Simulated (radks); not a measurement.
Problem. These are the eigenvalues of the occupied orbitals of an atom or ion with whole-number occupations (eV). Calculated with a radial shooting solver on a logarithmic mesh with Libxc functionals: Dirac Kohn-Sham, LDA (Slater exchange, Perdew-Wang correlation), spin-unpolarised, spherical densities, finite nucleus; Fermi nuclear charge, rms radius of each element as measured or else 0.836 A^(1/3) + 0.57 fm.

1s1/2: -59164.93
2s1/2: -9989.892
2p1/2: -9527.520
2p3/2: -8548.463
3s1/2: -2255.670
3p1/2: -2051.386
3p3/2: -1844.721
3d3/2: -1494.336
3d5/2: -1449.124
4s1/2: -455.3154
4p1/2: -373.1340
4p3/2: -326.2938
4d3/2: -190.7018
4d5/2: -182.1827
5s1/2: -68.1415
5p1/2: -45.8570
5p3/2: -40.0412
4f5/2: -18.4974
4f7/2: -17.2955

Which element is it, and in what charge state? The configuration may be excited. Open shells, if any, fill j = l - 1/2 first.

Solution. Z = 69, thulium, charge +2: Tm2+ in [Xe] 4f13. The list shows which subshells hold electrons but not how many an open one holds; the 1s level, -2174.3 hartree, gives Z - s = 65.9 by -(Z - s)^2/2, which with screening and relativity narrows Z to a few neighbours, and the depths of the outer levels then fix element, charge and occupations together.
